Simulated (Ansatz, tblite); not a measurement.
Compound nanocrystal family: gap (eV) at several levels, gas phase, relaxed structures; Ansatz, xTB through tblite. Core potentials for In, Sb in the def2 sets, no spin–orbit coupling. Levels of anions in sets without diffuse functions are rough. A dash marks a value that wasn't run or was left out as unsound. The structures are stationary points that may keep the symmetry of their start.

| species | state | geometry | GFN1-xTB | GFN2-xTB | PBE-D4/def2-SVP | PBE-D4/def2-TZVP | PBE0-D4/def2-SVP | PBE0-D4/def2-TZVP |
| --- | --- | --- | --- | --- | --- | --- | --- | --- |
| Al5Sb4H16⁻, cut from zinc blende, disc | singlet | PBE-D4/def2-SVP | 3.47 | 2.65 | 3.63 | – | 5.22 | – |
| Ga10As10H28, cut from zinc blende | singlet | r2SCAN-D4/def2-SVP | 3.71 | 3.73 | 3.79 | 3.76 | 5.47 | 5.40 |
| B4P4H14, cut from wurtzite | singlet | PBE-D4/def2-SVP | 5.15 | 4.12 | 4.99 | 4.81 | 6.99 | 6.79 |
| In4Sb5H16⁺, cut from zinc blende | singlet | r2SCAN-D4/def2-SVP | 2.64 | 2.67 | 3.76 | 3.72 | 5.44 | 5.38 |
| In12P12H30, cut from wurtzite | singlet | PBE-D4/def2-SVP | 2.88 | 2.92 | 3.44 | – | 5.08 | – |
| In4P4H14, cut from wurtzite | singlet | PBE-D4/def2-SVP | 3.83 | 3.36 | 4.07 | 3.98 | 5.84 | 5.73 |

**Question.** Estimate the rows for B8N8H22, cut from wurtzite (singlet, PBE-D4/def2-SVP geometry); In13P13H32, cut from wurtzite (singlet, PBE-D4/def2-SVP geometry).

**Answer.** 
```
                      species    state         geometry  GFN1-xTB  GFN2-xTB  PBE-D4/def2-SVP  PBE-D4/def2-TZVP  PBE0-D4/def2-SVP  PBE0-D4/def2-TZVP
   B8N8H22, cut from wurtzite  singlet  PBE-D4/def2-SVP      7.16      9.66             5.88              5.37              8.14               7.46
In13P13H32, cut from wurtzite  singlet  PBE-D4/def2-SVP      2.77      2.93             3.39              3.31              5.03               4.93
```
